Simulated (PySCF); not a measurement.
**As+ (arsenic, charge +1) across methods**

[Ar] 3d10 4s2 4p1 5s1, high-spin 3P determinant (an excited configuration). Calculation: PySCF 2.14, in aug-cc-pwCVTZ-PP with ECP10MDF (8s7p6d4f1g, 96 functions); scalar relativity through the core potential. The B2PLYP total includes its PT2 part (frozen core); its orbital energies are those of the SCF part.

```tsv
method	E (hartree)	mean ε 4s β (eV)	mean ε 4p α (eV)	mean ε 5s α (eV)	Σ⟨r²⟩ (bohr²)	⟨S²⟩
r2SCAN	-331.5742	-27.015	-17.791	-7.113	48.37	2.004
LDA	-331.2072	-27.035	-17.257	-7.182	47.65	2.001
B2PLYP	-331.3248	-28.857	-19.742	-7.788	48.94	2.004
PBE0	-331.6779	-27.729	-18.583	-7.559	48.24	2.003
UHF	-330.51380	-30.179	-22.015	-8.451	50.34	2.009
M06-L	-331.7379	-26.736	-17.427	-7.069	48.77	2.004
PBE	-331.7237	-26.552	-17.234	-7.132	47.82	2.002
PBEsol	-331.3835	-26.597	-17.206	-7.129	47.69	2.001
```

Task: Estimate the same row for wB97X-V.

Result: E (hartree) = -331.6786; mean ε 4s β (eV) = -30.379; mean ε 4p α (eV) = -20.869; mean ε 5s α (eV) = -8.681; Σ⟨r²⟩ (bohr²) = 48.91; ⟨S²⟩ = 2.002.

Energies and moments cover only the electrons outside the core potential. The outer electron is Rydberg-like, and this basis confines it to a smaller radius and binds it less than a complete one would.
